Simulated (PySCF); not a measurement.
Correlation energy of As (arsenic, neutral)

[Ar] 3d10 4s1 4p3 5s1, high-spin 6S determinant (an excited configuration). All numbers are calculated (PySCF 2.14, scalar relativity by spin-free X2C-1e, in aug-cc-pVQZ-DK). Frozen: [Ar] 3d10; 5 electrons correlated.

```tsv
level	correlation energy (mhartree)
CCSD	-35.50
(T)	-0.78
CCSD(T)	-36.28
```

Diagnostics: T1 = 0.0100, D1 = 0.0306, largest double amplitude 0.028.

The outer electron is Rydberg-like, and this basis confines it to a smaller radius and binds it less than a complete one would.

Cost of the coupled-cluster step: roughly 8 core-seconds, for 5 correlated electrons.

Iterations:

```
CC2 = 0
CCSD nocc = (np.int64(5), np.int64(0)), nmo = (79, 79)
frozen orbitals [[0, 1, 2, 3, 4, 5, 6, 7, 8, 9, 10, 11, 12, 13], [0, 1, 2, 3, 4, 5, 6, 7, 8, 9, 10, 11, 12, 13]]
max_cycle = 100
direct = 0
conv_tol = 1e-08
conv_tol_normt = 1e-06
diis_space = 8
diis_start_cycle = 0
Init t2, MP2 energy = -0.027696085037514
Init E_corr(UCCSD) = -0.0276960851093018
cycle = 1  E_corr(UCCSD) = -0.0334475897188395  dE = -0.00575150461  norm(t1,t2) = 0.0333337
cycle = 2  E_corr(UCCSD) = -0.0348838403852984  dE = -0.00143625067  norm(t1,t2) = 0.0120181
cycle = 3  E_corr(UCCSD) = -0.0355583512186876  dE = -0.000674510833  norm(t1,t2) = 0.00505803
cycle = 4  E_corr(UCCSD) = -0.0355003909984935  dE = 5.79602202e-05  norm(t1,t2) = 0.000719483
cycle = 5  E_corr(UCCSD) = -0.0355014389991297  dE = -1.04800064e-06  norm(t1,t2) = 5.4662e-05
cycle = 6  E_corr(UCCSD) = -0.0355011145385691  dE = 3.24460561e-07  norm(t1,t2) = 5.86316e-06
cycle = 7  E_corr(UCCSD) = -0.0355012070319394  dE = -9.24933703e-08  norm(t1,t2) = 9.48429e-07
cycle = 8  E_corr(UCCSD) = -0.0355011895216811  dE = 1.75102583e-08  norm(t1,t2) = 1.53358e-07
cycle = 9  E_corr(UCCSD) = -0.0355011903052186  dE = -7.83537471e-10  norm(t1,t2) = 2.08518e-08
UCCSD converged
E(UCCSD) = -2258.650238584367  E_corr = -0.03550119030521859
UCCSD(T) correction = -0.000779564788795117
```
